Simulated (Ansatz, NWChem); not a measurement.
**BI3 (boron triiodide): from total energies to a heat of formation**

The species is BI3 (4 atoms), meant as a singlet with charge 0. As SMILES, `IB(I)I`. Geometry: relaxed at PBE0-D4/def2-TZVP.

| atom | x (Å) | y (Å) | z (Å) |
| --- | --- | --- | --- |
| I | -1.3085 | -0.2952 | 1.6156 |
| B | 0.0139 | -0.0151 | -0.0051 |
| I | 1.8768 | -1.0063 | -0.0303 |
| I | -0.5265 | 1.2563 | -1.6005 |

Total energies at SVWN5/def2-SVP (core potential) (NWChem 7.3.0); the atoms run unrestricted:

```
species    state  energy (Eh)
    BI3  singlet  -916.513443
      I  doublet  -297.246936
      B  doublet   -24.324433
```

Harmonic wavenumbers at PBE0-D4/def2-TZVP, in cm⁻¹: 102, 102, 197, 321, 726, 726.

Measured heats of formation of the gaseous atoms at 298.15 K, in kJ/mol: I 106.8, B 570.3. Spin-orbit lowering of the atoms at 298 K (mean of the ground term's levels less their thermal mean, from spectra), in kJ/mol: I 30.32, B 0.00. Take 1 Eh = 2625.50 kJ/mol, 1 cm⁻¹ = 0.0119627 kJ/mol, RT = 2.479 kJ/mol.

Q: What heat of formation follows?

A: 
1. Electronic atomisation energy: 3 × (-297.246936) + (-24.324433) − (-916.513443) = 0.448202 Eh = 1176.8 kJ/mol.
2. Zero-point energy: half the sum of the wavenumbers, 1087 cm⁻¹ = 13.0 kJ/mol.
3. Thermal vibrational enthalpy, Σ hcν̃/(exp(hcν̃/kT) − 1): 6.9 kJ/mol. Translation, rotation and pV of a non-linear molecule: 4 RT = 9.9 kJ/mol.
4. The 4 free atoms carry 5/2 RT each: 24.8 kJ/mol.
5. Spin-orbit coupling lowers the free atoms by 3 × 30.32 + 0.00 = 91.0 kJ/mol.
6. Atomisation enthalpy at 298 K: 1176.8 − 91.0 − 13.0 − 6.9 − 9.9 + 24.8 = 1080.8 kJ/mol.
7. Sum of the atoms' heats of formation: 890.7 kJ/mol. Heat of formation: 890.7 − 1080.8 = -190.1 kJ/mol.

No measured value is set beside it here. The LDA overbinds, which puts heats of formation too low. Anharmonicity and any spin-orbit splitting of the molecule are left out.
